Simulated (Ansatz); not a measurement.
`[BH2][Al]([NH2])[NH2]` + `SBS` → `BSBS` + `[NH2][AlH][NH2]`  (cleavage of the B–Al bond)

Calculated with Ansatz (gas phase, PBE0-D4/def2-TZVP geometries, no zero-point term in ΔE). CCSD(T)/CBS adds triple-zeta CCSD(T) − MP2 to the extrapolated MP2 energy (def2 sets, frozen cores). This one scheme is used for every species. DFT in def2-TZVPP. Each species was taken in one conformer, which may not be the lowest.

```tsv
level	ΔE (kJ/mol)	difference from CCSD(T)/CBS
LDA (SPW92)	-119.9	-6.2
r2SCAN-D4	-117.1	-3.4
PBE0-D4	-113.0	0.7
ωB97X-V	-111.9	1.8
ωB97M-V	-115.9	-2.2
r2SCAN0	-117.2	-3.5
CCSD/def2-SVP	-114.5	-0.8
CCSD(T)/def2-SVP	-117.4	-3.7
SCS-MP2/def2-TZVPP	-118.2	-4.5
CCSD/CBS(def2)	-110.7	3.0
CCSD(T)/CBS	-113.7	0
```

Largest T1 diagnostic among the species: 0.015.

Leaving LDA and LC-ωPBE aside and taking each functional with its dispersion term where it has one, the values, not all of them listed here, spread over 15.2 kJ/mol, from B97M-V to ωB97X-V. LDA lies −8.0 kJ/mol from PBE without D4. At CCSD(T), def2-SVP lies −3.7 kJ/mol from the extrapolated value and def2-TZVPP +1.0 kJ/mol.
